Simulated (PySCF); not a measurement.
ClCu, charge -1, doublet, at a GFN2-xTB geometry (such geometries of metal compounds can be far from the true shape) (the multiplicity is a formal guess) (in this run its highest filled SCF level lies above zero, so its values depend strongly on the basis, on diffuse functions most of all). Base run: BLYP/6-31G* run with PySCF.

PySCF was given this input:
```python
from pyscf import gto, scf, dft

mol = gto.M(
    atom='''
Cu   -0.00000000   -0.00000000   -0.78939767
Cl    0.00000000    0.00000000    1.34661955
''',
    basis='6-31g*',
    charge=-1,
    spin=1,
    verbose=4,
)

mf = dft.UKS(mol)
mf.xc = 'blyp'
mf.kernel()
mf.analyze()
```

Each row names what was changed in the base input (with any setting that the change needs).

| change | ΔE vs base (mEh) | fitting functions | outcome |
|---|---|---|---|
| base | 0.000 | - | converged |
| auxbasis = cc-pvdz-jkfit | - | - | input refused |
| auxbasis = even-tempered beta=3.0 | -28.172 | 347 | converged |
| auxbasis = even-tempered beta=1.6 | -0.002 | 791 | converged |
| auxbasis = def2-universal-jfit | -0.670 | 142 | converged |
| auxbasis = def2-tzvp-ri | -9914.8 | 295 | converged |
| auxbasis = cc-pvtz-jkfit | - | - | input refused |
| auxbasis = cc-pvtz-ri | - | - | input refused |
| auxbasis = autoaux | -0.056 | 533 | converged |
| auxbasis = def2-svp-ri | -12057.6 | 205 | converged |

A fitting set is made for a task (jfit for Coulomb, jkfit for Coulomb and exchange, ri for correlation) and for a family of orbital bases.

Open shells are given as the SCF converged; they aren't shown to be the lowest states, and a large step between rows can be another state.

- auxbasis = cc-pvdz-jkfit: ended with `pyscf.lib.exceptions.BasisNotFoundError: Basis set not found for Cu in cc-pvdz-jkfit`
- auxbasis = cc-pvtz-jkfit: ended with `pyscf.lib.exceptions.BasisNotFoundError: Basis set not found for Cu in cc-pvtz-jkfit`
- auxbasis = cc-pvtz-ri: ended with `pyscf.lib.exceptions.BasisNotFoundError: Basis set not found for Cu in cc-pvtz-ri`
